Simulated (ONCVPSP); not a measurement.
## Pseudopotential generation for hydrogen (H): ONCV, LDA (Perdew-Wang 92), non-relativistic.

| Quantity | Value |
| --- | --- |
| Element | hydrogen |
| Generator | ONCVPSP 4.0.1 |
| Type | optimised norm-conserving Vanderbilt (ONCV) |
| Functional | LDA (Perdew-Wang 92) |
| Relativity | non-relativistic |
| Frozen core | none |
| Valence charge | 1 |
| Reference configuration | 1s1 |
| Partial waves | 1s: rc 1.00 bohr, ncon 4, nbas 7, qcut 8.2 1/bohr, 1 projector; p scattering state at 0.47 Ha: rc 1.05 bohr, ncon 4, nbas 8, qcut 7.7 1/bohr, 1 projector |
| Local potential | polynomial inside 1.00 bohr (lpopt 4, dvloc0 3 Ha) |
| Core correction | none |

All-electron outer shells of the reference configuration (LDA (PZ), non-relativistic, ld1.x):

```
shell  level (eV)  outermost node (bohr)  outermost maximum (bohr)
   1s       -6.36                      –                      1.05
```

Results:

* Cutoffs needed: 19 Ha and 28 Ha (the cutoffs (Ha) at which the residual kinetic energy of the hardest occupied pseudo-wave falls to 1 and 0.1 mHa per electron)
* Ghost test: no bound ghost flagged; no localised positive-energy state flagged

Generation and tests took about 0.96 s on one core of a shared server CPU.
